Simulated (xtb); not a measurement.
Be(SiH3)(GeH3) (BeGeH₆Si), SMILES [SiH3][Be][GeH3]. All values are semi-empirical tight-binding results from xtb (GFN2-xTB unless named), good for trends rather than for accurate numbers. Coordinates come from a GFN2-xTB optimisation.

Optimised geometry:

```xyz
9

Be     0.5037     0.1241    -0.4607
Si     2.1136     0.4489    -1.9041
H      3.2172    -0.5252    -1.8784
H      2.8417     1.7249    -1.8099
H      1.7330     0.4285    -3.3261
Ge    -1.0790    -0.2293     0.9722
H     -1.4178    -1.6449     1.3624
H     -0.9684     0.3383     2.3637
H     -2.4819     0.2360     0.6795
```

For metal compounds this method's bond lengths and energies can be far off.

**Question.** Estimate the properties. (An estimate is asked for; the answer gives what the named calculation found.)

**Answer.** 
```yaml
orbital_gap: 2.90 eV
zero_point_energy: 28.3 kcal/mol
G − E(el) at 298.15 K (modified RRHO): 7.5 kcal/mol
```

Computed atomic charges and the Wiberg bond orders between heavy atoms:
charges (e) Be1 0.42, Si2 0.27, H3 -0.14, H4 -0.14, H5 -0.14, Ge6 -0.05, H7 -0.07, H8 -0.07, H9 -0.07. Bond orders Be1–Si2 0.91, Be1–Ge6 0.80.
